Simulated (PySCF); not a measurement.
Compound: C4H3ClF2Si.
SMILES: `FC1=CC=C[Si@]1(F)Cl`

Linear response at CAM-B3LYP/def2-SVPD (PySCF, frozen core in the response, non-relativistic). Geometry: PBE0-D3(BJ)/def2-SVP; no solvent, vibrations or thermal averaging.

Static isotropic polarisability: 78.40 au (11.62 Å³), principal values 60.4, 79.4, 95.4 au.

(1) What is the polarisability at 1064 nm and at the sodium D line?

(2) What is the isotropic C6 coefficient between two such molecules, C6 = (3/π)∫α(iω)² dω?

(3) Which effective excitation energy ω̄ makes London's formula C6 = (3/4)α²ω̄ exact here?

(4) What n − 1 at the D line would an ideal gas of it have at 273.15 K and 1 atm (2.6868 × 10¹⁹ cm⁻³), by n − 1 = 2π·N·α′?

(5) What does −C6/R⁶ come to at R = 10 Å between centres?

(6) How anisotropic is the static polarisability, by Δα² = ½[(α1 − α2)² + (α2 − α3)² + (α3 − α1)²]?

Answers

(1) 79.21 au at 1064 nm (+1.0 %), 81.25 au at 589.3 nm (+3.6 %). The rise at 589.3 nm is 3.53 times that at 1064 nm; a pure ω² law gives 3.26. The lowest singlet lies at 312 nm, shorter than both wavelengths.

(2) 2498 au (Eh·bohr⁶) by a ten-point quadrature over imaginary frequencies, which is 1490 eV·Å⁶ or 144 J·nm⁶/mol.

(3) ω̄ = 4·C6/(3α²) = 0.542 Eh = 14.7 eV. A one-pole form α(ω) = α/(1 − ω²/ω̄²) fitted to the 1064 nm value gives 11.5 eV.

(4) 20.33 × 10⁻⁴, a formal value whether or not that pressure can be reached.

(5) -140 J/mol. This is the leading, orientation-averaged term; C8 and higher terms are left out.

(6) Δα = 30.4 au, or 0.39 of the isotropic value.
